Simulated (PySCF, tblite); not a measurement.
Compound: C5H11FOSi.
Z-matrix (Å and degrees, GFN2-xTB geometry), rows numbered from 1:
```
C 
C   1  1.5244
C   2  1.5283  1  111.73
Si  3  1.8924  2  114.00  1   179.90
O   4  1.6382  3  102.47  2   -64.60
C   5  1.3399  4  130.27  3   178.08
C   6  1.3242  5  121.53  4  -178.13
F   7  1.3459  6  120.48  5   179.83
H   1  1.0883  2  110.56  3   -60.05
H   1  1.0884  2  110.40  3    59.72
H   1  1.0880  2  110.71  3   179.77
H   2  1.0922  1  109.22  3  -121.25
H   2  1.0914  1  109.39  3   121.11
H   3  1.0918  2  108.68  1    56.79
H   3  1.0907  2  108.94  1   -58.78
H   4  1.4660  3  112.59  2   177.36
H   4  1.4664  3  112.78  2    53.30
H   6  1.0826  5  117.72  4     1.79
H   7  1.0779  6  126.35  5    -0.25
```

Method used: PBE0/pcSseg-1 in PySCF (dipole) on a GFN2-xTB geometry, gas phase.

Take the most abundant isotopes and a rigid rotor. The values belong to one conformer with, in the numbering `[CH3:1][CH2:2][CH2:3][SiH2:4][O:5]/[CH:6]=[CH:7]/[F:8]`, C1–C2–C3–Si4 180°, C2–C3–Si4–O5 -65°, C3–Si4–O5–C6 178°, Si4–O5–C6–C7 -178°.

(1) What are A, B and C (MHz)?

(2) What kind of rotor is it?

(3) Is it planar, by Δ = Ic − Ia − Ib?

(4) Give the other two planar moments, Paa and Pbb, and the rms extents of the mass along the axes.

(5) Give the coordinates in the principal-axis frame, origin at the centre of mass.

(6) Where do the levels up to J = 2 lie, in MHz?

(7) Predict some low-J microwave lines.

Results:

(1) Ia = 145.97, Ib = 851.72, Ic = 967.17 u·Å²; 505379 MHz·u·Å²/I gives A = 3462, B = 593.4, C = 522.5 MHz.

(2) A near-prolate asymmetric top. Ray's parameter κ = (2B − A − C)/(A − C) = -0.952; −1 is the prolate and +1 the oblate limit.

(3) Not planar: Δ = Ic − Ia − Ib = -30.52 u·Å². For a rigid frame Δ = −2 Σ m c², so Σ m c² = 15.26 u·Å² lies off the ab plane: 9.56 from hydrogen and 5.70 from heavier atoms. The atom farthest from that plane is 1.52 Å away.

(4) Paa = Σ m a² = (Ib + Ic − Ia)/2 = 836.46 and Pbb = Σ m b² = (Ia + Ic − Ib)/2 = 130.71 u·Å². With the mass M = 134.06 u, the rms extents √(P/M) along a, b and c are 2.50, 0.99, 0.34 Å.

(5) The sense of each axis is arbitrary; atoms in the order of the calculation.
```csv
atom,mass (u),a (Å),b (Å),c (Å)
C1,12.000,-3.815,-1.436,0.054
C2,12.000,-2.541,-0.751,-0.427
C3,12.000,-2.189,0.460,0.437
Si4,27.977,-0.614,1.359,-0.103
O5,15.995,0.544,0.229,0.155
C6,12.000,1.863,0.273,-0.074
C7,12.000,2.644,-0.769,0.170
F8,18.998,3.966,-0.703,-0.071
H9,1.008,-3.699,-1.782,1.080
H10,1.008,-4.654,-0.743,0.022
H11,1.008,-4.052,-2.292,-0.573
H12,1.008,-2.673,-0.433,-1.463
H13,1.008,-1.715,-1.463,-0.401
H14,1.008,-2.097,0.135,1.475
H15,1.008,-3.018,1.169,0.408
H16,1.008,-0.339,2.550,0.706
H17,1.008,-0.632,1.734,-1.520
H18,1.008,2.275,1.192,-0.470
H19,1.008,2.332,-1.722,0.564
```

(6) Above 0(0,0):
J = 1: 1(0,1) 1116, 1(1,1) 3985, 1(1,0) 4056
J = 2: 2(0,2) 3346, 2(1,2) 6146, 2(1,1) 6358, 2(2,1) 14965, 2(2,0) 14966
The levels of one J sum to (2J + 1)J(J + 1)(A + B + C)/3.

(7) The dipole components are |μa| = 2.11 D, |μb| = 0.51 D, |μc| = 0.02 D. Intensities carry the squares of the components, which stand as 1.00 : 0.06 : 0.00 (a : b : c). Some lines, for components of 0.1 D or more:

```
type  branch         J(Ka,Kc)    MHz  lower level (cm⁻¹)
   a       Q  3(1,2) ← 3(1,3)    425               0.313
   b       R  3(0,3) ← 2(1,2)    543               0.205
   a       R  2(1,2) ← 1(1,1)   2161               0.133
   a       R  2(0,2) ← 1(0,1)   2230               0.037
   b       Q  3(1,2) ← 3(0,3)   3122               0.223
   b       Q  4(1,3) ← 4(0,4)   3274               0.372
   a       R  3(0,3) ← 2(0,2)   3343               0.112
   a       R  3(2,1) ← 2(2,0)   3353               0.499
   a       R  4(0,4) ← 3(0,3)   4451               0.223
   a       R  4(3,2) ← 3(3,1)   4466               1.095
   b       R  2(1,2) ← 1(0,1)   5030               0.037
   b       R  3(1,3) ← 2(0,2)   6040               0.112
   b       R  4(1,4) ← 3(0,3)   7017               0.223
   b       Q  2(2,0) ← 2(1,1)   8608               0.212
   b       R  4(2,3) ← 3(1,2)  12964               0.327
   b       Q  4(3,1) ← 4(2,2)  14506               0.760
   b       Q  3(3,0) ← 3(2,1)  14515               0.611
   b       Q  3(3,1) ← 3(2,2)  14522               0.611
   b       R  4(3,1) ← 3(2,2)  18988               0.611
   b       R  4(4,1) ← 3(3,0)  24793               1.095
   b       R  4(4,0) ← 3(3,1)  24793               1.095
```

Its GFN2-xTB frequencies are all real (lowest 34 cm⁻¹). Constants of a rigid frame at the computed geometry: no zero-point averaging, no centrifugal distortion. A rigid rotor knows nothing of internal rotation, which can split or shift real lines.
